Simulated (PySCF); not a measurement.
## Correlation energy of Yb (ytterbium, neutral)

[Xe] 4f14 6s2, closed-shell 1S. Computed with PySCF 2.14 in cc-pVDZ-X2C (8s7p5d3f1g, 84 functions), with the spin-free X2C one-electron Hamiltonian (Gaussian nucleus). Frozen: [Ar] 3d10; 42 electrons correlated.

```tsv
level	correlation energy (mhartree)
CCSD	-1197.3
(T)	-40.90
CCSD(T)	-1238.2
```

Diagnostics: T1 = 0.019, D1 = 0.0712, largest double amplitude 0.085.

Cost of the coupled-cluster step: about 40 core-seconds, for 42 correlated electrons.

Iterations:

```
CC2 = 0
CCSD nocc = 21, nmo = 70
frozen orbitals [0, 1, 2, 3, 4, 5, 6, 7, 8, 9, 10, 11, 12, 13]
max_cycle = 100
direct = 0
conv_tol = 1e-08
conv_tol_normt = 1e-06
diis_space = 8
diis_start_cycle = 0
Init t2, MP2 energy = -14055.93993415  E_corr(MP2) -1.49004019059675
Init E_corr(CCSD) = -1.49004019059689
cycle = 1  E_corr(CCSD) = -1.04735816169856  dE = 0.442682029  norm(t1,t2) = 0.164284
cycle = 2  E_corr(CCSD) = -1.27328521827969  dE = -0.225927057  norm(t1,t2) = 0.127581
cycle = 3  E_corr(CCSD) = -1.21122888199324  dE = 0.0620563363  norm(t1,t2) = 0.135595
cycle = 4  E_corr(CCSD) = -1.19220690926371  dE = 0.0190219727  norm(t1,t2) = 0.0193477
cycle = 5  E_corr(CCSD) = -1.19600267335646  dE = -0.00379576409  norm(t1,t2) = 0.00527948
cycle = 6  E_corr(CCSD) = -1.19728279306379  dE = -0.00128011971  norm(t1,t2) = 0.00170068
cycle = 7  E_corr(CCSD) = -1.19748024561271  dE = -0.000197452549  norm(t1,t2) = 0.000705573
cycle = 8  E_corr(CCSD) = -1.19734422350748  dE = 0.000136022105  norm(t1,t2) = 0.000509149
cycle = 9  E_corr(CCSD) = -1.1972421400738  dE = 0.000102083434  norm(t1,t2) = 0.000214612
cycle = 10  E_corr(CCSD) = -1.19724894018351  dE = -6.80010971e-06  norm(t1,t2) = 5.08598e-05
cycle = 11  E_corr(CCSD) = -1.19724915396937  dE = -2.13785859e-07  norm(t1,t2) = 1.17236e-05
cycle = 12  E_corr(CCSD) = -1.19725254108717  dE = -3.3871178e-06  norm(t1,t2) = 5.47649e-06
cycle = 13  E_corr(CCSD) = -1.19725212873798  dE = 4.12349189e-07  norm(t1,t2) = 3.16965e-06
cycle = 14  E_corr(CCSD) = -1.19725154443296  dE = 5.84305018e-07  norm(t1,t2) = 7.51757e-07
cycle = 15  E_corr(CCSD) = -1.1972517265673  dE = -1.82134338e-07  norm(t1,t2) = 3.36754e-07
cycle = 16  E_corr(CCSD) = -1.19725179265932  dE = -6.60920219e-08  norm(t1,t2) = 1.44382e-07
cycle = 17  E_corr(CCSD) = -1.19725175708037  dE = 3.55789507e-08  norm(t1,t2) = 7.34911e-08
cycle = 18  E_corr(CCSD) = -1.1972517515387  dE = 5.54166668e-09  norm(t1,t2) = 3.40384e-08
CCSD converged
E(CCSD) = -14055.64714571089  E_corr = -1.197251751538704
CCSD(T) correction = -0.0409015872034958
```

This basis was not built for core-valence correlation, so the inner-shell part is incomplete.
